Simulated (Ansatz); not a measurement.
One change: H₂S becomes H₂Te.

Ansatz, PBE0-D4/def2-TZVP geometries, multiplicity 1. 

Elements past krypton have def2 core potentials.

```json
{"property": "HOMO energy (PBE0/def2-TZVPP) / eV", "H₂S": "-7.49"}
{"property": "LUMO energy (B3LYP/def2-TZVPP) / eV", "H₂S": "0.30"}
{"property": "HOMO energy (ωB97M-V/def2-TZVPP) / eV", "H₂S": "-9.74"}
{"property": "size of the dipole moment (ωB97M-V/def2-TZVPP) / D", "H₂S": "1.06"}
{"property": "LUMO energy (PBE/def2-TZVPP) / eV", "H₂S": "-0.42"}
{"property": "HOMO energy (PBE/def2-TZVPP) / eV", "H₂S": "-6.20"}
```

(1) Give the same properties after the change, and the shifts. (An estimate is asked.)

Results:

(1) Computed: 
| property | H₂Te | shift |
| --- | --- | --- |
| HOMO energy (PBE0/def2-TZVPP) / eV | -6.58 | 0.91 |
| LUMO energy (B3LYP/def2-TZVPP) / eV | -0.95 | -1.25 |
| HOMO energy (ωB97M-V/def2-TZVPP) / eV | -8.69 | 1.05 |
| size of the dipole moment (ωB97M-V/def2-TZVPP) / D | 0.17 | -0.89 |
| LUMO energy (PBE/def2-TZVPP) / eV | -1.52 | -1.10 |
| HOMO energy (PBE/def2-TZVPP) / eV | -5.52 | 0.68 |

With PBE0 the HOMO rises by 0.91 eV and the LUMO falls by 1.29 eV, so the gap narrows by about 2.20 eV. PBE moves the HOMO by 0.68 eV and ωB97M-V by 1.05 eV. Dipoles are sizes alone; their direction can turn.

B3LYP here is the variant with VWN-RPA as its local correlation; programs differ in this.

Spin–orbit coupling is left out; it splits and shifts lone-pair levels of the heavy atoms by tenths of an eV.
